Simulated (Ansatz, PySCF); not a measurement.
Dimer: CH4 (SMILES C) (first 5 atoms) with H4OSi (SMILES O[SiH3]); geometry from B3LYP-D3(BJ)/def2-TZVP.
(charge 0, multiplicity 1):
```xyz
11

C      0.192    -0.020     0.486
H     -0.764    -0.219     0.968
H      0.064    -0.053    -0.595
H      0.547     0.971     0.769
H      0.916    -0.782     0.778
O      0.998     0.225     3.799
Si    -0.566     0.089     4.310
H      1.163     0.195     2.853
H     -1.416     1.181     3.772
H     -0.521     0.169     5.784
H     -1.170    -1.202     3.894
```

Basis-set superposition error: the interaction energy with monomers in their own basis, and in the dimer's basis (counterpoise).

Programs: Ansatz (a quantum-chemistry and plane-wave program) with Gaussian orbitals; PySCF for 6-31G* rows. Values without a source in brackets are computed.

```tsv
level	uncorrected (kcal/mol)	counterpoise (kcal/mol)	difference
HF/aug-cc-pV(D+d)Z	0.07	0.54	0.46
SVWN5/def2-TZVPPD	-2.95	-2.85	0.10
BLYP/def2-TZVPPD	0.44	0.52	0.08
revPBE/def2-TZVPPD	0.50	0.57	0.07
B97M-V/def2-TZVPPD	-1.58	-1.53	0.05
PBE0/def2-TZVPPD	-0.76	-0.70	0.06
CAM-B3LYP/def2-TZVPPD	-0.67	-0.60	0.07
B2PLYP/def2-TZVPPD	-0.67	-0.53	0.14
MP2/6-31G*	-1.28	-0.18	1.10
CCSD/aug-cc-pV(D+d)Z	-1.92	-0.84	1.08
```

The error is largest for MP2/6-31G* (1.10 kcal/mol) and smallest for B97M-V/def2-TZVPPD (0.05 kcal/mol).
